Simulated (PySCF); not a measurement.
## Computed properties of Zn(F)(OMe) (CH3FOZn), SMILES [O](C)[Zn][F]

CH3FOZn, SMILES C[O][Zn][F]. Coordinates come from a B3LYP-D3(BJ)/def2-SVP optimisation. One conformer was computed; it need not be the lowest. All values are computed for the isolated molecule unless a solvent is named; none is compared with measurement here.

**Structure.** The optimised structure has Cs symmetry. All 15 harmonic modes at B3LYP-D3(BJ)/def2-SVP (PySCF) are real, so it is a minimum. With heavy atoms numbered as in [Zn:1]([F:2])[O:3][CH3:4], the shortest bond between them is O3–C4 at 1.401 Å and the longest Zn1–O3 at 1.768 Å.

**Vibrations.** The strongest infrared lines (harmonic, unscaled, degenerate partners summed) lie at 1143 cm⁻¹ (210 km/mol, O 48 %, C 40 %, H 11 %), 2945 cm⁻¹ (116 km/mol, H 97 %), 2996 cm⁻¹ (81 km/mol, H 90 %, C 10 %). The softest mode is at 102 cm⁻¹ and the zero-point energy is 26.9 kcal/mol.

**Electronic structure.** ωB97X/def2-TZVPD (PySCF) places the frontier levels at -10.32 and 0.44 eV, a gap of 10.76 eV, and gives a dipole moment of 1.89 D and a mean polarisability of 38.8 bohr³.

**Excitations.** TDDFT-CAM-B3LYP/def2-SVPD (PySCF) has S1 at 4.95 eV (250 nm, f = 0.005, weak); the most intense of the 10 singlets computed lies at 6.91 eV (f = 0.05). T1 (TDA) is at 4.60 eV. No vertical singlet excitation falls in the visible range (under 3.1 eV).

**NMR.** GIAO shifts at KT2/pcSseg-1 (PySCF) (non-relativistic, atoms alike by connectivity averaged): ¹³C at 63.3 ppm against TMS; ¹H at 4.6 ppm against TMS; ¹⁹F at -274.4 ppm against CFCl3.
